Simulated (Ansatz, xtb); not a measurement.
# Ranking isomers of C5H7NS

4 gas-phase structures of C5H7NS, from a drawn sample of its isomers (lower ones may exist). Each was relaxed with GFN2-xTB:

A. `NC1=C(S)CC=C1`, a singlet
B. `NC1=CC=C(S)C1`, a singlet
C. `N[C@@H]1C=CC=C1S`, a singlet
D. `NC1=CCC(S)=C1`, a singlet

Problem. Estimate their order in r2SCAN-D4/def2-SVP energy at these geometries, lowest first.

Solution. Calculated order at r2SCAN-D4/def2-SVP: D (0.0), A (0.2), B (1.5), C (7.8) kcal/mol. Less than 1 kcal/mol parts D and A, so the order within that pair means little. CCSD(T)/def2-SVP + ΔMP2/def2-TZVPP after further relaxation puts A lowest instead.

Energies above the lowest of each column, in kcal/mol; the last columns are at PBE-D3(BJ)/def2-SVP geometries:

| structure | GFN2-xTB | HF/STO-3G | r2SCAN-D4/def2-SVP | PBE-D3(BJ)/def2-SVP | CCSD(T)/def2-SVP + ΔMP2/def2-TZVPP |
| --- | --- | --- | --- | --- | --- |
| D | 0.0 | 0.0 | 0.0 | 2.5 | 2.2 |
| A | 1.1 | 2.5 | 0.2 | 0.0 | 0.0 |
| B | 0.0 | 1.2 | 1.5 | 2.0 | 2.5 |
| C | 10.1 | 6.5 | 7.8 | 9.4 | 7.7 |

CCSD(T)/def2-SVP + ΔMP2/def2-TZVPP puts A lowest; GFN2-xTB picks D, HF/STO-3G picks D. CCSD(T)/def2-SVP + ΔMP2/def2-TZVPP orders those it was run on as A (0.0), D (2.2), B (2.5), C (7.7) kcal/mol. Less than 1 kcal/mol parts D and B, so the order within that pair means little. Flexible structures stand in one conformer each, not always the lowest. Frequencies (GFN2-xTB) were run for B, C, D alone. ΔMP2 is the change of the MP2 energy from the smaller to the larger basis.

Over these structures GFN2-xTB departs from r2SCAN-D4/def2-SVP by 1.2 kcal/mol on average once a common shift is removed. A GFN2-xTB relaxation took about 0.97 s and the r2SCAN-D4/def2-SVP energy about 5 s on a shared host (Ansatz 0.2.0, xtb 6.7.1).
